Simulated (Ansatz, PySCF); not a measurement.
C₃H₈O₂, charge +1, doublet, geometry from GFN2-xTB (a state made from the parent by changing its charge; the spin is typed, not shown lowest). Base run: B3LYP/cc-pVDZ (PySCF).

Geometry (Å):
```xyz
13

C      1.8143     0.0941     0.3924
C      0.4493     0.4197    -0.1299
O     -0.2665     1.3375     0.5448
C     -0.4773    -1.0057    -0.1496
O     -1.6007    -0.8318    -0.8431
H      2.4334     0.9930     0.3006
H      1.8066    -0.1834     1.4466
H      2.2931    -0.6939    -0.1809
H      0.4255     0.6706    -1.2003
H      0.0410     1.4951     1.4543
H      0.1609    -1.7235    -0.6713
H     -0.6042    -1.2295     0.9157
H     -2.3362    -0.4224    -0.3558
```
Charge +1, spin multiplicity 2.
Orbitals are unrestricted.
All else is at PySCF's defaults.

The same geometry, method and basis name were run in Ansatz (a quantum-chemistry and plane-wave program) and PySCF, at each program's defaults and at the settings that a row names. The base is PySCF at its defaults. Differences at the defaults can come from grids, fitting, cores and function types together.

```csv
code and settings,ΔE vs base (mEh),basis functions,E (Eh),SCF cycles
"PySCF, defaults (exact integrals, its default grid, spherical functions)",0.000,110,-269.25147,12
"Ansatz, defaults (factorised integrals, its default grid, spherical functions)",0.012,110,-269.25146,-
"PySCF, density fitting with def2-universal-jkfit",-0.079,110,-269.25155,12
"PySCF, fine grid",-0.003,110,-269.25148,12
"Ansatz, high accuracy",-0.004,110,-269.25148,-
```

Open shells are given as the SCF converged; they aren't shown to be the lowest states, and a large step between rows can be another state.
